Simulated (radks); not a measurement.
The numbers below are computed, except where a source is named.
Ionisation of Tc, [Kr] 4d5 5s2, to Tc+, [Kr] 4d5 5s1, under several functionals. Non-relativistic Kohn-Sham, spin-unpolarised, spherical densities, point nucleus; a radial shooting solver on a logarithmic mesh with Libxc functionals.

| functional | E(Tc) (hartree) | Exc (hartree) | IE (eV) | -e(HOMO) (eV) | <r> HOMO (bohr) | IE error (eV) |
|---|---|---|---|---|---|---|
| BLYP | -4206.77696 | -126.27575 | 7.781 | 4.701 | 3.412 | +0.662 |
| MS2 meta-GGA | -4206.13464 | -125.63461 | 7.749 | 4.774 | 3.421 | +0.630 |
| revTPSS | -4205.70426 | -125.18275 | 7.702 | 4.779 | 3.410 | +0.583 |
| RPBE | -4206.52318 | -126.02860 | 7.696 | 4.710 | 3.427 | +0.577 |
| Tao-Mo meta-GGA | -4205.74818 | -125.23555 | 7.701 | 4.731 | 3.425 | +0.582 |
| exchange-only LDA | -4198.19904 | -117.57423 | 7.102 | 4.071 | 3.454 | -0.018 |
| LDA (Slater exchange, Perdew-Zunger correlation) | -4202.17035 | -121.61150 | 8.081 | 5.005 | 3.374 | +0.962 |
| LDA (Slater exchange, VWN5 correlation) | -4202.18886 | -121.63077 | 8.073 | 4.997 | 3.374 | +0.954 |
| PBE | -4206.25537 | -125.75459 | 7.809 | 4.789 | 3.407 | +0.690 |
| SOGGA | -4203.79547 | -123.26084 | 7.728 | 4.724 | 3.394 | +0.609 |

NIST Atomic Spectra Database: 7.119 eV (measured). Closest: exchange-only LDA. The Delta-SCF values span 0.98 eV, the total energies 8.58 hartree. The highest occupied level is 5s. Relativity is left out here, which matters for elements this heavy. Spin polarisation and multiplet splitting are left out, so open shells lie too high by an amount that depends on their filling.

Beside tabulated values, note that spin-unpolarised runs miss the spin-polarisation part of the exchange energy of open shells.
